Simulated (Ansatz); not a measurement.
**Question.** Name a neutral molecule of C, F, In, Si and H with size of the dipole moment (B3LYP/def2-TZVPP) between 1.30 and 1.60 D and HOMO energy (B3LYP/def2-TZVPP) between -7.10 and -6.80 eV (Ansatz, PBE0-D4/def2-TZVP geometry).

**Answer.** `F[CH2][InH][SiH3]` (1.42 D, -6.89 eV). Other molecules can fit too; these were computed, each in one conformer that needn't be the lowest.

B3LYP here is the variant with VWN-RPA as its local correlation; programs differ in this.
